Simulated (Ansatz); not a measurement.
Consider the hydrogenolysis of the Si–F bond: `N[SiH](F)[SeH]` + H₂ → `N[SiH2][SeH]` + H–F.

Gas-phase electronic energies from Ansatz, PBE0-D4/def2-TZVP geometries. CCSD(T)/CBS is the MP2 limit (def2-TZVPP, def2-QZVPP) plus CCSD(T) − MP2 in def2-TZVPP, frozen cores. This one scheme is used for every species. DFT in def2-TZVPP. B3LYP here is the variant with VWN-RPA as its local correlation; programs differ in this. For Se outer-core shells are correlated without core-valence functions, which leaves a few kJ/mol of doubt a bond. Scalar relativity is left out up to krypton. One conformer a species, not always the lowest.

```
             level  ΔE (kJ/mol)  difference from CCSD(T)/CBS
       LDA (SPW92)        123.9                         -3.1
        r2SCANh-D4        133.5                          6.5
               PBE        118.8                         -8.2
              PBE0        118.5                         -8.5
             B3LYP        126.7                         -0.3
         CAM-B3LYP        131.4                          4.4
RPA@PBE/def2-TZVPP        122.8                         -4.2
       HF/def2-SVP        110.9                        -16.1
     HF/def2-TZVPP        126.9                         -0.1
      HF/CBS(def2)        128.9                          1.9
       CCSD(T)/CBS        127.0                            0
```

Largest T1 diagnostic among the species: 0.010.

From BLYP to BHLYP (50 % exact exchange), in def2-TZVPP and without D4, ΔE moves by +3.1 kJ/mol. Leaving LDA and LC-ωPBE aside and taking each functional with its dispersion term where it has one, the values, not all of them listed here, spread over 16.0 kJ/mol, from HSE06-D4 to B97M-V. LDA lies +5.1 kJ/mol from PBE without D4.
